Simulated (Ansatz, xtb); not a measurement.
**Worked example: C3H9AlO → Al(CH3)O + C2H6**

Species: C3H9AlO `C[CH2][Al]([CH3])[OH]`, singlet; Al(CH3)O, singlet; C2H6 (ethane) `CC`, singlet. 

Shapes, held fixed at every level: PBE0-D4/def2-TZVP. Flexible molecules stand in one conformer, not always the lowest. Programs: Ansatz 0.2.0, xtb 6.7.1. The zero-point and thermal change to 298 K, harmonic and unscaled (PBE0-D4/def2-TZVP), is -1.4 kJ/mol.

At CCSD(T)/CBS estimate; 1 Eh = 2625.50 kJ/mol:

| species | energy (Eh) |
| --- | --- |
| C3H9AlO | -436.841696 |
| Al(CH3)O | -357.043200 |
| C2H6 | -79.719537 |

Q: Work out ΔH(298 K) of the reaction at this level.

A: 
1. Products less reactants: (-357.043200) + (-79.719537) − [(-436.841696)] = 0.078959 Eh = +207.3 kJ/mol.
2. With the thermal change: +207.3 + (-1.4) = +205.9 kJ/mol.

Other levels give +192.9 (CCSD(T)/def2-SVP) to +225.8 kJ/mol (r2SCAN0-D4/def2-TZVPP). No measured value is set beside it here. The CBS estimate extrapolates MP2 from def2-TZVPP and def2-QZVPP and adds CCSD(T) − MP2 in the triple-zeta set, cores frozen.
